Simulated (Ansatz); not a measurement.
Consider the hydrogenolysis of the Si–C bond: `C=C[Si](N)(O)O` + H₂ → `N[SiH](O)O` + ethylene.

Isolated molecules relaxed with PBE0-D4/def2-TZVP in Ansatz; ΔE leaves out vibrations. CBS: MP2 limit from def2 TZ/QZ plus the TZ coupled-cluster correction, frozen cores. This one scheme is used for every species. DFT in def2-TZVPP. One conformer a species, not always the lowest.

`C=C[Si](N)(O)O`:

Cartesian coordinates in Å:
```
C -2.113 0.160 0.115
C -1.124 -0.721 0.238
Si 0.665 -0.283 0.059
N 0.758 1.167 -0.846
O 1.475 -0.011 1.468
O 1.373 -1.624 -0.566
H -1.916 1.204 -0.115
H -3.157 -0.117 0.237
H -1.380 -1.753 0.472
H 0.266 1.244 -1.722
H 1.621 1.686 -0.872
H 1.215 0.770 1.960
H 2.316 -1.722 -0.427
```

H₂:

```xyz
2

H    -0.196   -0.231   -0.218
H     0.196    0.231    0.218
```

`N[SiH](O)O`:

Cartesian coordinates in Å:
```
N 1.033 0.055 0.715
Si -0.555 -0.102 0.089
O -0.538 -1.364 -0.957
O -0.971 1.352 -0.542
H 1.268 0.854 1.283
H 1.527 -0.764 1.033
H -1.648 -0.420 1.028
H 0.196 -1.411 -1.572
H -0.313 1.799 -1.077
```

`C=C`:

Z-matrix (Å, degrees):
```
C
C 1 1.323
H 1 1.085 2 121.7
H 1 1.085 2 121.7 3 -180.0
H 2 1.085 1 121.7 3 -0.0
H 2 1.085 1 121.7 3 -180.0
```

```tsv
level	ΔE (kcal/mol)
PBE-D4	-1.9
r2SCAN-D4	-1.9
PBE0-D4	-2.5
ωB97M-V	-2.6
PBE0	-4.5
SCS-MP2/def2-TZVPP	-3.5
HF/def2-QZVPP	-8.9
SCS-MP2/def2-QZVPP	-3.4
```

Problem. What does CCSD(T)/CBS give? (An estimate is asked.)

Solution. The calculation gave: -2.9 kcal/mol. The listed levels differ from it by 1.0, 1.0, 0.4, 0.3, -1.6, -0.6, -6.0, -0.5 kcal/mol.

Largest T1 diagnostic among the species: 0.011.

The D4 term adds +3.5 kcal/mol with B3LYP and +2.0 kcal/mol with PBE0; it sums over pairs of atoms, weighted by their polarisabilities, and B3LYP, whose exchange is more repulsive, gets the larger term. In def2-TZVPP, CCSD(T) changes the Hartree–Fock value by +5.7 kcal/mol (the triples alone add +1.2 kcal/mol) and MP2 by +7.0 kcal/mol.

B3LYP here is the variant with VWN-RPA as its local correlation; programs differ in this.
